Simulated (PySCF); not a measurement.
A GIAO shielding run with PySCF (density fitting, non-relativistic, gas phase) on `C[C@@H]1CC[Si@H](F)N1`, C4H10FNSi:

```
$ OMP_NUM_THREADS=1 python probes_run.py task.json out

{"job": {"kind": "nmr", "xc": "PBE0", "basis": "pcSseg-1"}, "charge": 0, "multiplicity": 1}
C      1.946767    -0.011795    -0.942112
C      0.821617     0.221259     0.058948
C      0.084665    -1.074669     0.412604
C     -1.276136    -0.715071     1.016701
Si    -1.763120     0.876807     0.112359
F     -2.806919     0.666700    -1.105338
N     -0.189997     1.102449    -0.504154
H      1.536954    -0.388278    -1.876313
H      2.478484     0.915680    -1.145070
H      2.654927    -0.737131    -0.549052
H      1.245722     0.662981     0.976047
H     -0.073348    -1.634183    -0.510886
H      0.683931    -1.687223     1.087558
H     -1.980237    -1.536216     0.903933
H     -1.172110    -0.528364     2.085175
H     -2.369373     1.939339     0.897596
H      0.171175     1.939744    -0.927905
```

Hardware: 1 thread of an Intel Xeon, shared host. The job also computes population analyses, field gradients, ring-centre shieldings.

Q: How large is the calculation?

A: 64 electrons, 176 basis functions and 930 auxiliary functions.

Q: How long does it take, and how much memory does it need?

A: 69 s of wall time, with 12 SCF cycles and 4 response iterations; peak memory 0.8 GiB. Times on a shared host scatter by some tens of per cent.
